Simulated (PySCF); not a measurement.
PySCF job for Ta(NH)(F)(Cl)2 (Cl2FHNTa), SMILES [Ta]([F])(=[NH])([Cl])[Cl], multiplicity 1, TDDFT-PBE/def2-SVPD. Coordinates come from a B3LYP-D3(BJ)/def2-SVP optimisation. The spin state was assumed, not searched. The structure was generated by enumeration; whether it is a known compound was not checked. The def2 effective core potentials stand for the cores of Ta; spin–orbit coupling is left out.

```python
import numpy as np
from pyscf import gto, scf, dft, tdscf

mol = gto.M(
    atom='''
    Ta    0.01632027   -0.20260019   -0.00000000
    N     1.56830196   -1.02916844   -0.00000001
    H     2.45551512   -1.52172363   -0.00000001
    F    -1.32796566   -1.52305355    0.00000001
    Cl   -0.07862699    1.09479996   -1.91972280
    Cl   -0.07862699    1.09479996    1.91972281
    ''',
    basis='def2-SVPD',
    ecp={'Ta': 'def2-svp'},
    charge=0,
    spin=0,
    symmetry=True,
    max_memory=1600,
    verbose=4,
)
mf = dft.RKS(mol, xc='pbe').density_fit(auxbasis='def2-universal-jkfit')
mf.grids.level = 3
mf.conv_tol = 1e-9
mf.max_cycle = 100
mf.kernel()
mf.grids = dft.Grids(mol).set(level=1).build(with_non0tab=True)  # coarser grid for the response kernel
td = tdscf.TDDFT(mf)
td.singlet = True
td.nstates = 10
td.conv_tol = 1e-4
td.positive_eig_threshold = 1e-6
td.kernel(x0=td.get_init_guess(mf, 15))
td.analyze()
tt = tdscf.TDA(mf)
tt.singlet = False
tt.nstates = 4
tt.conv_tol = 1e-4
tt.positive_eig_threshold = 1e-6
tt.kernel(x0=tt.get_init_guess(mf, 9))
tt.analyze(verbose=3)
```

Log of the run:

```
PySCF version 2.14.0

[INPUT] verbose = 4
[INPUT] num. atoms = 6
[INPUT] num. electrons = 64
[INPUT] charge = 0
[INPUT] spin (= nelec alpha-beta = 2S) = 0
[INPUT] symmetry True subgroup None
[INPUT] Mole.unit = angstrom
[INPUT] Symbol           X                Y                Z      unit          X                Y                Z       unit  Magmom
[INPUT]  1 Ta     0.016320270000  -0.202600190000   0.000000000000 AA    0.030840840579  -0.382858871885   0.000000000000 Bohr   0.0
[INPUT]  2 N      1.568301960000  -1.029168440000  -0.000000010000 AA    2.963661185019  -1.944846487646  -0.000000018897 Bohr   0.0
[INPUT]  3 H      2.455515120000  -1.521723630000  -0.000000010000 AA    4.640251071529  -2.875640897979  -0.000000018897 Bohr   0.0
[INPUT]  4 F     -1.327965660000  -1.523053550000   0.000000010000 AA   -2.509491400227  -2.878154082547   0.000000018897 Bohr   0.0
[INPUT]  5 Cl    -0.078626990000   1.094799960000  -1.919722800000 AA   -0.148583477099   2.068872085585  -3.627750327083 Bohr   0.0
[INPUT]  6 Cl    -0.078626990000   1.094799960000   1.919722810000 AA   -0.148583477099   2.068872085585   3.627750345980 Bohr   0.0

nuclear repulsion = 308.7282560865
point group symmetry = Cs
symmetry origin: [-7.61986359e-10  1.67636995e-09  2.74315080e-09]
symmetry axis x: [1.00000000e+00 1.75545580e-09 3.10887742e-09]
symmetry axis y: [ 1.75545579e-09 -1.00000000e+00  2.67539299e-09]
symmetry axis z: [ 3.10887743e-09 -2.67539297e-09 -1.00000000e+00]
num. orbitals of irrep A' = 87
num. orbitals of irrep A" = 53
number of shells = 56
number of NR pGTOs = 223
number of NR cGTOs = 140
basis = def2-SVPD
ecp = {'Ta': 'def2-svp'}


[settings echo left out]
init E= -1119.24078253115
HOMO (A") = -0.501623272254959  LUMO (A") = -0.416780580764981  gap/eV = 2.30869
cycle= 1 E= -1131.03735096896  delta_E= -11.8  |g|= 1.93  |ddm|= 8.56
HOMO (A') = -0.0487143904537988  LUMO (A') = -0.00846959510553602  gap/eV = 1.09512
cycle= 2 E= -1129.38632956116  delta_E= 1.65  |g|= 2.85  |ddm|= 5.03
HOMO (A') = -0.24115499063744  LUMO (A') = -0.103249002561515  gap/eV = 3.75261
cycle= 3 E= -1131.92596216314  delta_E= -2.54  |g|= 0.448  |ddm|= 3.58
HOMO (A") = -0.284459816332475  LUMO (A') = -0.12154173430613  gap/eV = 4.43323
cycle= 4 E= -1131.78149387381  delta_E= 0.144  |g|= 0.917  |ddm|= 1.29
HOMO (A") = -0.270073976981747  LUMO (A') = -0.120146587499809  gap/eV = 4.07973
cycle= 5 E= -1131.97680082085  delta_E= -0.195  |g|= 0.12  |ddm|= 0.769
HOMO (A") = -0.276159815178977  LUMO (A') = -0.11891184344062  gap/eV = 4.27894
cycle= 6 E= -1131.97976080091  delta_E= -0.00296  |g|= 0.0502  |ddm|= 0.179
HOMO (A") = -0.271630746207697  LUMO (A') = -0.117016232565708  gap/eV = 4.20728
cycle= 7 E= -1131.98005328679  delta_E= -0.000292  |g|= 0.0335  |ddm|= 0.0579
HOMO (A") = -0.271535803423671  LUMO (A') = -0.115862599210076  gap/eV = 4.23608
cycle= 8 E= -1131.98028176518  delta_E= -0.000228  |g|= 0.00467  |ddm|= 0.0281
HOMO (A") = -0.27176597955469  LUMO (A') = -0.116133112000105  gap/eV = 4.23499
cycle= 9 E= -1131.98028668695  delta_E= -4.92e-06  |g|= 0.00154  |ddm|= 0.00712
HOMO (A") = -0.271788571840292  LUMO (A') = -0.11610799034543  gap/eV = 4.23628
cycle= 10 E= -1131.98028741059  delta_E= -7.24e-07  |g|= 0.000284  |ddm|= 0.00211
HOMO (A") = -0.271788992992737  LUMO (A') = -0.116107992410605  gap/eV = 4.23630
cycle= 11 E= -1131.98028743017  delta_E= -1.96e-08  |g|= 4.1e-05  |ddm|= 0.00042
HOMO (A") = -0.271789031449449  LUMO (A') = -0.116108959565076  gap/eV = 4.23627
cycle= 12 E= -1131.98028743058  delta_E= -4.14e-10  |g|= 1.41e-05  |ddm|= 9.06e-05
HOMO (A") = -0.27179007678353  LUMO (A') = -0.116108555847607  gap/eV = 4.23631
Extra cycle  E= -1131.98028743038  delta_E= 2.04e-10  |g|= 3.37e-05  |ddm|= 5.08e-05
converged SCF energy = -1131.98028743038
tot grids = 34400
Overwritten attributes  positive_eig_threshold  of <class 'pyscf.tdscf.rks.CasidaTDDFT'>


******** <class 'pyscf.tdscf.rks.CasidaTDDFT'> for <class 'pyscf.df.df_jk.DFSymAdaptedRKS'> ********
nstates = 10 singlet
deg_eia_thresh = 1.000e-03
wfnsym = None
conv_tol = 0.0001
eigh lindep = 1e-12
eigh level_shift = 0
eigh max_cycle = 100


Excitation energies (eV)
[4.30130296 4.4475617  4.5088734  4.54218508 5.53239158 5.58866295
 5.60966312 5.73969338 5.87183551 5.88987076]

** Singlet excitation energies and oscillator strengths **
Excited State   1:   A"      4.30130 eV    288.25 nm  f=0.0019
      31 -> 34        0.22107
      32 -> 33       -0.67022
Excited State   2:   A'      4.44756 eV    278.77 nm  f=0.0020
      31 -> 33       -0.63538
      32 -> 34        0.29990
Excited State   3:   A'      4.50887 eV    274.98 nm  f=0.0104
      31 -> 33       -0.28226
      32 -> 34       -0.62970
      32 -> 36       -0.12040
Excited State   4:   A"      4.54219 eV    272.96 nm  f=0.0023
      31 -> 34       -0.67014
      32 -> 33       -0.21834
Excited State   5:   A'      5.53239 eV    224.11 nm  f=0.0028
      29 -> 33       -0.33402
      30 -> 34        0.61191
Excited State   6:   A"      5.58866 eV    221.85 nm  f=0.0112
      29 -> 34       -0.40003
      30 -> 33        0.55067
      32 -> 35        0.13594
Excited State   7:   A'      5.60966 eV    221.02 nm  f=0.0016
      28 -> 34       -0.10387
      29 -> 33        0.61218
      30 -> 34        0.31542
Excited State   8:   A"      5.73969 eV    216.01 nm  f=0.0004
      28 -> 33       -0.11126
      29 -> 34       -0.35051
      32 -> 35       -0.58757
Excited State   9:   A"      5.87184 eV    211.15 nm  f=0.0055
      27 -> 34       -0.12931
      28 -> 33        0.63605
      29 -> 34        0.13677
      32 -> 35       -0.22537
Excited State  10:   A'      5.88987 eV    210.50 nm  f=0.0147
      27 -> 33        0.17617
      31 -> 35       -0.67235

** Transition electric dipole moments (AU) **
state          X           Y           Z        Dip. S.      Osc.
  1         0.0000     -0.0000      0.1359      0.0185      0.0019
  2        -0.1332      0.0266      0.0000      0.0185      0.0020
  3        -0.1901      0.2414      0.0000      0.0944      0.0104
  4         0.0000     -0.0000      0.1442      0.0208      0.0023
  5         0.0542      0.1321      0.0000      0.0204      0.0028
  6        -0.0000      0.0000     -0.2860      0.0818      0.0112
  7         0.0020      0.1093      0.0000      0.0120      0.0016
  8        -0.0000     -0.0000     -0.0564      0.0032      0.0004
  9         0.0000      0.0000     -0.1951      0.0381      0.0055
 10        -0.1424     -0.2859     -0.0000      0.1020      0.0147

WARN: ECP detected. Skipping calculation of transition velocity and magnetic dipole moments, which have not yet been implemented.

Overwritten attributes  positive_eig_threshold  of <class 'pyscf.tdscf.rks.TDA'>


******** <class 'pyscf.tdscf.rks.TDA'> for <class 'pyscf.df.df_jk.DFSymAdaptedRKS'> ********
nstates = 4 triplet
deg_eia_thresh = 1.000e-03
wfnsym = None
conv_tol = 0.0001
eigh lindep = 1e-12
eigh level_shift = 0
eigh max_cycle = 100


Excitation energies (eV)
[4.05965579 4.09019948 4.20706286 4.31871726]

** Triplet excitation energies and oscillator strengths **
Excited State   1:   A'      4.05966 eV    305.41 nm  f=0.0000
Excited State   2:   A"      4.09020 eV    303.13 nm  f=0.0000
Excited State   3:   A'      4.20706 eV    294.70 nm  f=0.0000
Excited State   4:   A"      4.31872 eV    287.09 nm  f=0.0000
```

Self-consistency was reached.

Cost: roughly 40 core-seconds.
